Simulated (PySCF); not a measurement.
## `F[C@H]1[C@H]([SiH2]C#C)[Se]C1`, C₅H₇FSeSi

Cartesian coordinates in Å; atom numbers follow the order of the lines, from 1:
```xyz
15

C     2.8463   -1.7300   -0.6954
C     2.3375   -0.7909   -0.1424
Si    1.5201    0.6403    0.6915
C    -0.1777    0.7999   -0.1686
Se   -1.5370    2.0073    0.6744
C    -2.4624    0.3762    0.0464
C    -1.1446   -0.3755   -0.0726
F    -1.0935   -1.2111   -1.1649
H     3.2929   -2.5515   -1.1781
H     2.2707    1.8794    0.4805
H     1.2923    0.3338    2.1069
H    -0.0913    1.1123   -1.2123
H    -2.9150    0.5576   -0.9283
H    -3.1940   -0.0319    0.7403
H    -0.9487   -1.0080    0.8008
```

Theory: PySCF, TDDFT PBE0/aug-cc-pVDZ circular dichroism and optical rotation, one conformer, gas phase. Geometry: GFN2-xTB.

The molecule is flexible and this is one conformer; a measurement averages over conformers. The calculation is non-relativistic, which matters for the atoms heavier than Zn.

Q: Draw the ECD and absorption spectra from the lowest 8 states, each a Gaussian of half-width 0.35 eV at 1/e height.

A: 
```csv
E (eV),λ (nm),Δε (L mol⁻¹ cm⁻¹),ε (L mol⁻¹ cm⁻¹)
3.35,370,+0.37,8.9
3.50,354,+1.06,25.2
3.65,339,+2.08,49.4
3.80,326,+2.82,67.1
3.95,314,+2.65,63.2
4.10,302,+1.73,42.1
4.25,291,+0.75,26.3
4.40,282,+0.09,48.7
4.55,272,-0.57,169
4.70,264,-1.82,466
4.85,255,-3.96,935
5.00,248,-6.49,1390
5.15,241,-8.05,1610
5.30,234,-7.23,1580
5.45,227,-3.93,1620
5.60,221,+0.32,2050
5.75,215,+3.33,2780
```
Δε uses R in velocity form, ε uses f in length form. Only the states computed contribute, so the short-wavelength end is incomplete.
